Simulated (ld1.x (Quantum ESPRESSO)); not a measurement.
## Logarithmic derivatives: gallium, ultrasoft

gallium (Ga), ultrasoft, made with ld1.x (Quantum ESPRESSO) 7.5 (LDA (PZ), fully relativistic). Core [Ne] 3s2, reference 3p6 3d10 4s2 4p1. Waves: 4s (bound): rcut 1.50, rcutus 2.05 bohr; 4s channel at 2.6 Ry: rcut 1.50, rcutus 2.05 bohr; 3p (bound): rcut 1.10, rcutus 1.15 bohr; 4p (bound): rcut 1.10, rcutus 1.15 bohr; 3d (bound): rcut 1.35, rcutus 1.55 bohr; 3d channel at -0.85 Ry: rcut 1.35, rcutus 1.55 bohr; 4f channel at 0.35 Ry: rcut 1.55, rcutus 1.65 bohr; 4f channel at 0.85 Ry: rcut 1.55, rcutus 1.65 bohr. Local part: all-electron potential smoothed inside 2.00 bohr (lloc = -1). Core correction: Bessel-smoothed model core inside 0.95 bohr. Augmentation charge: PSQ, inside the norm-conserving radii.

Open shells are filled in proportion to 2j + 1 (rel_dist='average').

The phase is arctan(r·u′/u) with u = r·R(r), unwrapped; energies in Ry, scanned from -9 to 5 Ry. A pole is an energy at which the radial function vanishes at the test radius. The pseudo phase is shifted by a multiple of π to meet the all-electron one at the reference energy, and phase errors are pseudo minus all-electron; the curves can meet again beyond the range given. Levels narrower than the energy grid can be missing from the lists of poles. n/a: not evaluated, since a narrow level or a reset projector energy made the automatic matching unsafe.

Question: For each channel, where are the poles, and over which energies does the pseudopotential scatter like the atom?

Answer:

```tsv
channel	radius (bohr)	reference energy (Ry)	poles, all-electron	poles, pseudo	unbroken range about the reference energy with phases within 0.05 rad	phase error 1 Ry above the reference energy (rad)
s	2.25	-0.67	1.44	1.44	the whole range	-0.000
p1/2	2.25	-0.21	2.69	2.70	n/a	n/a
p3/2	2.25	-0.20	-7.14, 2.78	-7.14, 2.79	the whole range	+0.001
d3/2	2.25	-1.45	-1.36	-1.36	the whole range	+0.000
d5/2	2.25	-1.41	-1.32	-1.32	the whole range	+0.000
f5/2	2.25	0.35	none	none	the whole range	+0.000
f7/2	2.25	0.35	none	none	the whole range	-0.000
```

Phases in the p1/2 channel:

| E (Ry) | all-electron | pseudo |
| --- | --- | --- |
| -9.00 | 1.415 | 1.415 |
| -8.76 | 1.412 | 1.412 |
| -8.52 | 1.409 | 1.409 |
| -8.28 | 1.406 | 1.406 |
| -8.04 | 1.403 | 1.403 |
| -7.80 | 1.397 | 1.397 |
| -7.56 | 1.382 | 1.383 |
| -7.32 | -1.724 | -1.724 |
| -7.08 | -1.741 | -1.741 |
| -6.84 | -1.747 | -1.747 |
| -6.60 | -1.752 | -1.752 |
| -6.36 | -1.756 | -1.756 |
| -6.12 | -1.761 | -1.761 |
| -5.88 | -1.765 | -1.765 |
| -5.64 | -1.770 | -1.770 |
| -5.40 | -1.776 | -1.776 |
| -5.16 | -1.781 | -1.781 |
| -4.92 | -1.787 | -1.787 |
| -4.68 | -1.794 | -1.794 |
| -4.44 | -1.801 | -1.801 |
| -4.20 | -1.809 | -1.809 |
| -3.96 | -1.818 | -1.818 |
| -3.72 | -1.827 | -1.827 |
| -3.48 | -1.838 | -1.838 |
| -3.24 | -1.851 | -1.850 |
| -3.00 | -1.865 | -1.864 |
| -2.76 | -1.881 | -1.881 |
| -2.52 | -1.899 | -1.899 |
| -2.28 | -1.922 | -1.922 |
| -2.04 | -1.949 | -1.949 |
| -1.80 | -1.982 | -1.982 |
| -1.56 | -2.024 | -2.024 |
| -1.32 | -2.079 | -2.079 |
| -1.08 | -2.153 | -2.153 |
| -0.84 | -2.259 | -2.259 |
| -0.60 | -2.417 | -2.417 |
| -0.36 | -2.664 | -2.664 |
| -0.12 | -3.036 | -3.036 |
| 0.12 | -3.489 | -3.489 |
| 0.36 | -3.877 | -3.876 |
| 0.60 | -4.138 | -4.137 |
| 0.84 | -4.305 | -4.305 |
| 1.08 | -4.417 | -4.417 |
| 1.32 | -4.496 | -4.496 |
| 1.56 | -4.555 | -4.554 |
| 1.80 | -4.601 | -4.600 |
| 2.04 | -4.638 | -4.637 |
| 2.28 | -4.669 | -4.668 |
| 2.52 | -4.696 | -4.694 |
| 2.76 | -4.719 | -4.718 |
| 3.00 | -4.741 | -4.739 |
| 3.24 | -4.761 | -4.759 |
| 3.48 | -4.780 | -4.778 |
| 3.72 | -4.799 | -4.796 |
| 3.96 | -4.818 | -4.815 |
| 4.20 | -4.838 | -4.833 |
| 4.44 | -4.858 | -4.853 |
| 4.68 | -4.880 | -4.874 |
| 4.92 | -4.904 | -4.897 |
